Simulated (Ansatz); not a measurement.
# One elementary step

Start structure (SiNH$_{8}$OF, closed shell), relaxed at PBE0-D4/def2-TZVP:

```json
{"atom": "Si1", "x (Å)": "-1.1423", "y (Å)": "0.5595", "z (Å)": "-1.3158"}
{"atom": "N2", "x (Å)": "-0.2412", "y (Å)": "-0.6981", "z (Å)": "-0.5185"}
{"atom": "H3", "x (Å)": "-0.4806", "y (Å)": "0.8096", "z (Å)": "-2.6213"}
{"atom": "H4", "x (Å)": "-2.5755", "y (Å)": "0.2419", "z (Å)": "-1.5646"}
{"atom": "H5", "x (Å)": "-1.0685", "y (Å)": "1.7717", "z (Å)": "-0.4625"}
{"atom": "H6", "x (Å)": "0.7820", "y (Å)": "-0.3905", "z (Å)": "2.1294"}
{"atom": "F7", "x (Å)": "-0.0363", "y (Å)": "-0.7134", "z (Å)": "2.5101"}
{"atom": "H8", "x (Å)": "1.3376", "y (Å)": "-0.1036", "z (Å)": "0.3146"}
{"atom": "O9", "x (Å)": "1.9108", "y (Å)": "0.0494", "z (Å)": "1.1011"}
{"atom": "H10", "x (Å)": "-0.0624", "y (Å)": "-1.5294", "z (Å)": "-1.0659"}
{"atom": "H11", "x (Å)": "-0.5803", "y (Å)": "-0.9742", "z (Å)": "0.3995"}
{"atom": "H12", "x (Å)": "2.1568", "y (Å)": "0.9771", "z (Å)": "1.0939"}
```

The step: SiNH₅ ([NH2][SiH3]) + H₂O + HF → SiH₃F ([F][SiH3]) + H₂O + NH₃ (still joined by a long Si–N bond); bonds formed: Si1–F7, N2–H8, H6–O9; bonds broken: H6–F7, H8–O9; bonds weakened to dative contacts: Si1–N2. Computed with Ansatz 0.2.0 (basis: def2-TZVPP and def2-QZVPP); correlated methods freeze the cores. Extrapolation: Hartree–Fock as exp(−7.88 √X), correlation as X^−2.97. Energies below are by CCSD(T) at an estimated basis limit (MP2 extrapolated from triple and quadruple zeta, plus CCSD(T) − MP2 in triple zeta).

Task: What are the electronic barrier and the energy of the step, from the start structure to the end structure? (An estimate is asked for; the value comes from the calculation.)

Result: Computed: Barrier 68.1 kJ/mol; step energy -11.7 kJ/mol (downhill); reverse barrier, their difference, 79.8 kJ/mol. Barrier and step energy count from the start structure, the reverse barrier from the end structure.

The saddle point: One imaginary mode of 1068i cm⁻¹.
| pair | start (Å) | saddle (Å) | end (Å) |
| --- | --- | --- | --- |
| Si1–F7 | 4.18 | 2.14 | 1.73 |
| N2–H8 | 1.88 | 1.31 | 1.03 |
| H6–O9 | 1.59 | 1.17 | 0.97 |
| Si1–N2 | 1.74 | 1.83 | 1.98 |
| H6–F7 | 0.96 | 1.18 | 1.82 |
| H8–O9 | 0.99 | 1.19 | 1.86 |

Zero-point energy (harmonic, PBE0-D4): ZPE is 234.8 kJ/mol at the start and 227.3 kJ/mol at the saddle, so the barrier goes from 68.1 to 60.6 kJ/mol.

No T1 diagnostic of these runs exceeds 0.011.

Steps of this kind, hydrogen fluoride cutting a network bond, underlie vapour etching and the fluorination step of atomic layer etching.

Labels in which every atom is bracketed show which atoms are joined, not bond orders.

For scale, one of the runs: CCSD(T)/def2-TZVPP, 247 basis functions, launched by `ansatz run in.yaml --threads 4 --pin off --events-out ev --progress --plain --max-ram 9574MiB`. The run took 2.4 min on 4 CPU threads of an Intel Xeon (shared host), with 5.3 GiB of host memory at its peak.
